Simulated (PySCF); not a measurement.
C3H7O2, SMILES C[C](O)CO, multiplicity 2.

The structure is a stationary point at B3LYP-D3(BJ)/def2-SVP. The isomer is the one that the SMILES or the coordinates give; other isomers of the formula were not compared. One conformer was computed; it need not be the lowest.

Level of theory: B3LYP-D3(BJ)/def2-SVP (PySCF).

No scaling factor is applied to the harmonic values.

```csv
mode,ν (cm⁻¹),IR (km/mol),moving atoms (share of kinetic energy)
1,88,5.6,"O 54 %, H 27 %, C 19 %"
2,139,0.5,"H 80 %, O 10 %, C 10 %"
3,190,1.3,"O 43 %, H 32 %, C 24 %"
4,328,70.6,"H 76 %, C 14 %, O 10 %"
5,394,43.0,"H 49 %, C 32 %, O 19 %"
6,426,99.5,H 90 %
7,436,22.2,"H 45 %, C 28 %, O 27 %"
8,589,17.2,"C 58 %, H 21 %, O 21 %"
9,805,8.6,"C 60 %, H 21 %, O 20 %"
10,942,13.5,"H 65 %, C 32 %"
11,998,22.9,"H 56 %, C 29 %, O 15 %"
12,1002,110.9,"C 49 %, O 40 %, H 10 %"
13,1032,1.3,"H 61 %, C 35 %"
14,1137,99.1,"H 62 %, C 31 %"
15,1180,23.1,H 89 %
16,1313,40.5,"H 53 %, C 37 %, O 10 %"
17,1351,84.5,"H 55 %, C 35 %, O 10 %"
18,1359,5.0,"H 77 %, C 21 %"
19,1405,30.8,"H 72 %, C 25 %"
20,1423,13.0,"H 60 %, C 38 %"
21,1443,7.9,"H 84 %, C 15 %"
22,1463,1.4,"H 87 %, C 11 %"
23,1471,2.9,"H 88 %, C 11 %"
24,2935,90.9,H 93 %
25,2972,28.1,H 95 %
26,3073,13.1,H 93 %
27,3094,21.9,"H 92 %, C 8 %"
28,3127,14.1,"H 90 %, C 10 %"
29,3790,37.0,H 94 %
30,3801,21.8,H 94 %
```
